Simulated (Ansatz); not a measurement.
Basis-set extrapolation for C2H4ClFSi (`F[Si@H]1C[C@@H]1Cl`) (PBE0-D4/def2-TZVP geometry, frozen core, Ansatz). Multiplicity 1, RHF reference.

```json
{"": "HF", "def2-TZVPP": "-926.048122", "def2-QZVPP": "-926.078438"}
{"": "MP2 correlation", "def2-TZVPP": "-0.889031", "def2-QZVPP": "-0.963605"}
{"": "CCSD(T) correlation", "def2-TZVPP": "-0.966210", "def2-QZVPP": "not run"}
```

Energies in hartree. Use E(X) = E(∞) + A·exp(−7.88·√X) for Hartree–Fock and E(X) = E(∞) + B·X^(−2.97) for correlation, with X = 3 and 4, and add CCSD(T) minus MP2 of the smaller set to the MP2 limit.

Problem. What is the CCSD(T) energy at the basis-set limit?

Solution. HF limit: -926.078438 + (-0.030316) × 0.13774 = -926.08261. MP2 limit: -0.963605 + (-0.074574) × 0.74074 = -1.01884. Higher-order term: -0.966210 − (-0.889031) = -0.07718. Total: -927.17863 hartree, 4.47 eV below CCSD(T)/def2-TZVPP.
